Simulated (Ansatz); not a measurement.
Consider the cleavage of the Si–Si bond: `[SiH3][SiH2][NH][GeH3]` + `CC[TeH]` → `CC[Te][SiH3]` + `[SiH3][NH][GeH3]`.

Gas-phase electronic energies from Ansatz, PBE0-D4/def2-TZVP geometries. CCSD(T)/CBS is the MP2 limit (def2-TZVPP, def2-QZVPP) plus CCSD(T) − MP2 in def2-TZVPP, frozen cores. Functionals use def2-TZVPP. Elements past krypton have def2 core potentials. For Ge, Te outer-core shells are correlated without core-valence functions, which leaves a few kJ/mol of doubt a bond. Scalar relativity is left out up to krypton. One conformer a species, not always the lowest.

`[SiH3][SiH2][NH][GeH3]`:

Z-matrix (Å, degrees):
```
Si
Si 1 2.343
H 1 1.488 2 111.1
H 1 1.489 2 111.0 3 -121.1
H 1 1.491 2 109.7 3 119.4
N 2 1.723 1 110.1 3 -65.7
H 2 1.489 1 110.6 3 52.5
H 2 1.496 1 108.2 3 168.9
Ge 6 1.841 2 126.9 1 150.4
H 6 1.009 2 116.9 1 -46.4
H 9 1.538 6 108.1 2 -152.1
H 9 1.534 6 106.6 2 -32.2
H 9 1.543 6 111.8 2 87.8
```

`CC[TeH]`:

Cartesian coordinates in Å:
```
C -1.144 -0.120 -0.242
C 0.314 0.288 -0.207
Te 1.353 -0.829 1.319
H -1.260 -1.182 -0.469
H -1.676 0.443 -1.015
H -1.641 0.077 0.711
H 0.430 1.344 0.033
H 0.813 0.080 -1.152
H 2.812 -0.100 1.022
```

`CC[Te][SiH3]`:

```xyz
12

C    -1.379    0.807    1.608
C    -0.304    0.566    0.570
Te   -0.514   -1.409   -0.295
Si    1.419   -1.150   -1.830
H    -2.379    0.744    1.173
H    -1.268    1.805    2.042
H    -1.321    0.082    2.423
H     0.694    0.616    1.004
H    -0.369    1.279   -0.251
H     1.528   -2.415   -2.599
H     1.215   -0.012   -2.766
H     2.679   -0.913   -1.077
```

`[SiH3][NH][GeH3]`:

Z-matrix (Å, degrees):
```
Si
N 1 1.718
H 1 1.489 2 110.3
H 1 1.486 2 107.3 3 119.9
H 1 1.492 2 114.2 3 -120.6
Ge 2 1.839 1 127.5 3 -145.3
H 2 1.009 1 117.0 3 48.6
H 6 1.538 2 108.4 1 146.5
H 6 1.534 2 106.7 1 26.5
H 6 1.543 2 111.7 1 -93.5
```

CCSD(T)/CBS gives -62.8 kJ/mol.

(1) Another level gave -57.5 kJ/mol. Which?
A. revPBE/def2-TZVPP
B. CCSD(T)/def2-TZVPP
C. SCS-MP2/def2-TZVPP
D. BHLYP-D4/def2-TZVPP

Largest T1 diagnostic among the species: 0.012.

Answers

(1) B. CCSD(T)/def2-TZVPP -57.5, SCS-MP2/def2-TZVPP -67.4, revPBE -50.4, BHLYP-D4 -62.6 kJ/mol.

Leaving LDA and LC-ωPBE aside and taking each functional with its dispersion term where it has one, the values, not all of them listed here, spread over 14.1 kJ/mol, from BHLYP-D4 to B97M-V. From BLYP to BHLYP (50 % exact exchange), in def2-TZVPP and without D4, ΔE moves by −7.7 kJ/mol.
